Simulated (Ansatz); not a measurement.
A nudged elastic band was laid between two geometries of C₂H₄FSi (8 atoms, charge 1, multiplicity 1).

Level of theory: RKS revPBE/def2-SVP in Ansatz.

- movable images: 9
- climbing image: yes
- spring: 5.0 eV/Å²
- optimiser: quadratic models (default)
- start path: through a guess of the saddle point
- force threshold: 0.05 eV/Å
- iteration limit: 60
- end points: relaxed

Image 0:

```xyz
8
Properties=species:S:1:pos:R:3
C -0.654 1.654 -0.894
Si -0.415 -0.067 -0.561
C 0.630 -0.699 0.814
F -0.846 -0.978 -1.816
H -1.235 2.592 -0.806
H 0.870 0.113 1.533
H 1.572 -1.108 0.386
H 0.078 -1.507 1.343
```

Image 10:

```xyz
8
Properties=species:S:1:pos:R:3
C -0.923 1.621 -0.703
Si -0.214 -0.002 -0.667
C 0.602 -0.719 0.816
F 0.025 -0.580 -2.150
H -1.800 2.291 -0.624
H 1.699 -0.758 0.632
H 0.214 -1.749 0.978
H 0.398 -0.105 1.718
```

**Question.** What changes between the two ends?

**Answer.** No bond is made or broken. The dihedral F4–Si2–C3–H6 goes from 176 to 53°. The two ends are copies of one structure, up to a mirror image or an exchange of like atoms.

**Question.** What energy profile does the band end with?

**Answer.** It converged. The highest image is number 5 of 0 to 10, 0.028 eV above the ends, which have the same energy within 2 meV. A vibrational analysis at the climbing image gives one clearly imaginary mode, 103i cm⁻¹: a first-order saddle point. Limits of this set-up: the dipole of an ion depends on the origin.

```csv
image,path coordinate (Å),energy (eV),dihedral F4–Si2–C3–H6 (°)
0,0.00,0.000,176
1,0.32,0.002,164
2,0.64,0.009,151
3,0.96,0.018,139
4,1.28,0.025,126
5,1.60,0.028,113
6,1.92,0.026,101
7,2.24,0.019,88
8,2.56,0.010,76
9,2.88,0.002,65
10,3.20,0.000,53
```

**Question.** What is the geometry of the highest image?

**Answer.** 
```xyz
8
Properties=species:S:1:pos:R:3:forces:R:3
C -0.876 1.646 -0.766 0.00 -0.01 0.00
Si -0.219 0.000 -0.646 0.00 0.00 0.00
C 0.585 -0.721 0.850 0.00 0.00 0.00
F 0.008 -0.615 -2.117 0.00 0.00 0.00
H -1.761 2.311 -0.741 0.00 0.00 0.00
H 1.322 -0.003 1.269 0.00 0.00 0.00
H 1.112 -1.647 0.528 0.00 0.00 0.00
H -0.170 -0.972 1.623 0.00 0.00 0.00
```

**Question.** What are the harmonic wavenumbers there?

**Answer.** 103i, 151, 182, 223, 350, 640, 683, 759, 764, 920, 969, 1205, 1330, 1349, 2962, 3070, 3087, 3154 cm⁻¹.

Run time: 2.9 min on 1 CPU thread of a shared host.
